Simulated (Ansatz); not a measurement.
```yaml
crystal:
  periodic: [false, false, false]
  atoms:
    - {symbol: Ge, position_ang: [0.322165, 0.060781, 0.843927]}
    - {symbol: C, position_ang: [-0.434637, -0.037555, 2.606357]}
    - {symbol: C, position_ang: [-1.206692, -1.019121, 3.037229]}
    - {symbol: H, position_ang: [-0.262110, 0.853486, 3.296426]}
    - {symbol: H, position_ang: [-1.382473, -1.876819, 2.407949]}
    - {symbol: H, position_ang: [-1.617190, -1.097241, 4.038432]}
    - {symbol: O, position_ang: [2.031402, 0.471862, 0.860098]}
    - {symbol: C, position_ang: [2.663195, 1.391312, 0.040868]}
    - {symbol: C, position_ang: [2.826974, 0.896227, -1.348471]}
    - {symbol: H, position_ang: [2.015759, 2.331172, 0.082041]}
    - {symbol: H, position_ang: [3.583154, 1.566673, 0.499797]}
    - {symbol: H, position_ang: [3.377531, 1.659813, -1.974443]}
    - {symbol: H, position_ang: [3.388153, -0.004468, -1.353796]}
    - {symbol: H, position_ang: [1.827875, 0.764187, -1.855282]}
    - {symbol: O, position_ang: [-0.350239, 1.252412, -0.252126]}
    - {symbol: C, position_ang: [-1.702832, 1.343993, -0.571902]}
    - {symbol: C, position_ang: [-2.500662, 2.231700, 0.347972]}
    - {symbol: H, position_ang: [-1.889281, 1.603631, -1.637743]}
    - {symbol: H, position_ang: [-2.144526, 0.304582, -0.456394]}
    - {symbol: H, position_ang: [-3.520261, 2.322074, 0.101936]}
    - {symbol: H, position_ang: [-2.449944, 1.924651, 1.394621]}
    - {symbol: H, position_ang: [-2.077861, 3.289741, 0.295638]}
    - {symbol: O, position_ang: [-0.084628, -1.554021, 0.206540]}
    - {symbol: C, position_ang: [0.285281, -1.867909, -1.148507]}
    - {symbol: C, position_ang: [-0.337015, -3.171579, -1.538211]}
    - {symbol: H, position_ang: [-0.013670, -1.063424, -1.893910]}
    - {symbol: H, position_ang: [1.338327, -1.963444, -1.262554]}
    - {symbol: H, position_ang: [-0.115834, -3.464084, -2.489197]}
    - {symbol: H, position_ang: [-0.055393, -3.972812, -0.888447]}
    - {symbol: H, position_ang: [-1.447770, -3.132398, -1.468634]}
basis:
  gaussian: {orbitals: def2-SVPD, point_charges: [{charge: 1.00, position_ang: [6.804, -0.816, 0.827]}]}
hamiltonian: {xc: {name: wB97X}}
scf: {lower_state_search: full}
output: {forces: true}
```

```sh
$ ansatz run in.yaml --threads 4 --pin off --events-out ev --progress --plain --max-ram 6963MiB
```

Output, abridged:

```
Functional definition: wB97X
3484 factors; their error is unknown
1262 factors; integrals over basis functions are off by at most 3.3e-6 eV
mean field evaluation 1: about -71217.9086 eV, gradient 8.0e1 eV
mean field evaluation 2: about -71219.6265 eV, gradient 8.0e1 eV
mean field evaluation 4: about -71230.2816 eV, gradient 2.6e0 eV
mean field evaluation 8: about -71230.2919 eV, gradient 3.2e-1 eV
mean field evaluation 16: about -71230.2950 eV, gradient 7.3e-4 eV
mean field -71230.29496499 eV, -2617.6650583355 hartree, gradient 1.4e-5 eV, S^2 0.000000; 0 other end points of the search recorded, 0 dependent functions left out
reference -71230.29490619 eV, -2617.6650561746 hartree; 61, 61 occupied and 350, 350 virtual orbitals, 3484 factors
Total energy: -71230.29490619 eV, -2617.6650561746 hartree
Atom 0 at     0.322165     0.060781     0.843927 Å, force    -0.990144    -0.779739     0.578855 eV/Å
Atom 1 at    -0.434637    -0.037555     2.606357 Å, force     0.630860     2.316288     0.899083 eV/Å
Atom 2 at    -1.206692    -1.019121     3.037229 Å, force     0.058677    -0.825692     0.006033 eV/Å
Atom 3 at    -0.262110     0.853486     3.296426 Å, force    -0.096793    -1.054220    -0.808881 eV/Å
Atom 4 at    -1.382473    -1.876819     2.407949 Å, force    -0.190659    -0.452723    -0.401840 eV/Å
Atom 5 at    -1.617190    -1.097241     4.038432 Å, force    -0.145986     0.351677     0.268711 eV/Å
Atom 6 at     2.031402     0.471862     0.860098 Å, force    -0.109077    -1.415997     0.899342 eV/Å
Atom 7 at     2.663195     1.391312     0.040868 Å, force    -2.998091     1.420353    -0.363169 eV/Å
Atom 8 at     2.826974     0.896227    -1.348471 Å, force    -0.792892     1.864884    -1.925809 eV/Å
Atom 9 at     2.015759     2.331172     0.082041 Å, force     1.108949    -0.602447    -0.374601 eV/Å
Atom 10 at     3.583154     1.566673     0.499797 Å, force     2.099826     0.756538     0.866841 eV/Å
Atom 11 at     3.377531     1.659813    -1.974443 Å, force    -0.377851    -0.611506     0.509968 eV/Å
Atom 12 at     3.388153    -0.004468    -1.353796 Å, force     0.603673    -1.372919    -0.151654 eV/Å
Atom 13 at     1.827875     0.764187    -1.855282 Å, force     0.825047    -0.108068     0.487383 eV/Å
Atom 14 at    -0.350239     1.252412    -0.252126 Å, force     0.780462     0.964862    -0.437187 eV/Å
Atom 15 at    -1.702832     1.343993    -0.571902 Å, force    -1.849471    -2.089786     0.082302 eV/Å
Atom 16 at    -2.500662     2.231700     0.347972 Å, force     2.275408     2.093248     0.442842 eV/Å
Atom 17 at    -1.889281     1.603631    -1.637743 Å, force     0.580492     0.143784     0.361740 eV/Å
Atom 18 at    -2.144526     0.304582    -0.456394 Å, force     0.184519     0.653950    -0.335412 eV/Å
Atom 19 at    -3.520261     2.322074     0.101936 Å, force    -1.651472    -0.140466    -0.695557 eV/Å
Atom 20 at    -2.449944     1.924651     1.394621 Å, force     0.158733    -0.248920     0.205327 eV/Å
Atom 21 at    -2.077861     3.289741     0.295638 Å, force    -0.406833    -1.033124     0.134698 eV/Å
Atom 22 at    -0.084628    -1.554021     0.206540 Å, force     0.772768     0.281058    -1.113093 eV/Å
Atom 23 at     0.285281    -1.867909    -1.148507 Å, force    -1.543731     0.685311    -0.168987 eV/Å
Atom 24 at    -0.337015    -3.171579    -1.538211 Å, force    -2.251988     0.833072     2.377630 eV/Å
Atom 25 at    -0.013670    -1.063424    -1.893910 Å, force    -0.002099    -0.494710     0.872553 eV/Å
Atom 26 at     1.338327    -1.963444    -1.262554 Å, force     1.578482     0.023210     0.204322 eV/Å
Atom 27 at    -0.115834    -3.464084    -2.489197 Å, force     0.897870    -0.711530    -3.204697 eV/Å
Atom 28 at    -0.055393    -3.972812    -0.888447 Å, force     0.516349    -0.658231     0.804424 eV/Å
Atom 29 at    -1.447770    -3.132398    -1.468634 Å, force     0.430432     0.201775    -0.034017 eV/Å
Dipole moment:    -0.643278     0.103949    -0.135045 e Å
```

Hardware: 4 threads of Arm Neoverse V2 on a shared host. Wall time 66 s, peak host memory 2.7 GiB.
